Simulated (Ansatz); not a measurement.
Relaxation of H3ISi2 (6 atoms, charge 0, multiplicity 1), to a largest force component of 0.015 eV/Å in at most 40 steps.

These are results of RKS CAM-B3LYP-D4/def2-SVPD (Ansatz 0.2.0), not measurements.

```xyz
6
Properties=species:S:1:pos:R:3:forces:R:3
Si -0.678 0.246 -0.841 -1.30 -0.27 1.17
Si 0.322 -0.038 1.130 -0.14 -0.21 0.16
I -1.322 -0.920 2.846 0.48 -0.37 -0.46
H -1.241 -0.659 -1.851 0.44 -0.62 -0.10
H -1.682 1.320 -0.792 0.60 1.14 -0.58
H 0.556 1.288 1.739 -0.08 0.33 -0.19
```

Where does it end, and by what steps?

The run converged. After 12 steps the energy has fallen by 1.882 eV; H5 moved furthest, 1.29 Å.

```
step  energy less start (eV)  largest force component (eV/Å)  accepted
   0                  0.0000                           1.300       yes
   1                 -0.6147                           1.458       yes
   2                 -1.0043                           0.958       yes
   3                 -1.2196                           0.659       yes
   4                 -1.4058                           0.561       yes
   5                 -1.6012                           0.531       yes
   6                 -1.7691                           0.361       yes
   7                 -1.8619                           0.225       yes
   8                 -1.8737                           0.362       yes
   9                 -1.8736                           0.165        no
  10                 -1.8810                           0.112       yes
  11                 -1.8820                           0.048       yes
  12                 -1.8825                           0.011       yes
```

```xyz
6
Properties=species:S:1:pos:R:3
Si -1.218 0.443 -0.674
Si -0.122 0.244 1.183
I -0.684 -1.560 2.735
H -1.600 -0.808 -1.374
H -0.689 1.474 -1.604
H 0.267 1.443 1.964
```

Whether the end is a true minimum wasn't checked by a vibrational analysis.

Run time: 39 s on 2 threads of Arm Neoverse V2 (shared host), peak memory 0.32 GiB.
